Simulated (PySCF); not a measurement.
# [TmCl4]− at several levels of theory

Computed with PySCF 2.14.0 (density fitting, no spin-orbit coupling) at the geometry relaxed with PBE0:

```xyz
5
[TmCl4]− (singlet in the valence; each metal's 4f electrons, 12 of them, lie in its core potential, out of spins and levels)
Tm    0.0000    0.0000    0.0000
Cl    1.4416    1.4416    1.4416
Cl   -1.4416   -1.4416    1.4416
Cl    1.4416   -1.4416   -1.4416
Cl   -1.4416    1.4416   -1.4416
```

```csv
level,basis,state,HOMO (eV),gap (eV),charge on Tm1 (e),population of f-type functions on Tm1 (polarisation alone where 4f lies in the core),dipole about the centre of mass (D),largest force component (eV/Å)
PBE0,"Tm lcecp-1-SVP with ECP58, Cl def2-SVP",singlet,-4.47,8.07,0.72,0.04,0.00,0.01
revPBE,the same,singlet,-2.98,6.10,0.58,0.04,0.00,0.13
PBE0,"Tm lcecp-1-TZVP with ECP58, Cl def2-TZVP",singlet,-4.74,8.19,1.30,0.05,0.00,0.01
```

In the lcecp rows the 4f levels are missing from HOMO and gap, and the state counts the valence alone.

Charges are Mulliken's, which hang on the basis. The relaxation used the grid (50, 194), these runs (75, 302) or, all-electron (x2c bases, spin-free X2C Hamiltonian), (99, 590).

What does PBE with Tm lcecp-1-SVP with ECP58, Cl def2-SVP give here?

state singlet, HOMO (eV) -3.01, gap (eV) 6.05, charge on Tm1 (e) 0.51, population of f-type functions on Tm1 (polarisation alone where 4f lies in the core) 0.04, dipole about the centre of mass (D) 0.00, largest force component (eV/Å) 0.04. Time: 5 s on 2 threads of Arm Neoverse V1, on a shared host, from an already converged density.

In the first row's basis the gap widens with exact exchange: 6.0 to 6.1 eV for PBE, revPBE (none); 8.1 eV for PBE0 (a fixed share).

An lcecp potential fixes the number of 4f electrons, so in runs with it no electron can move into or out of that shell.
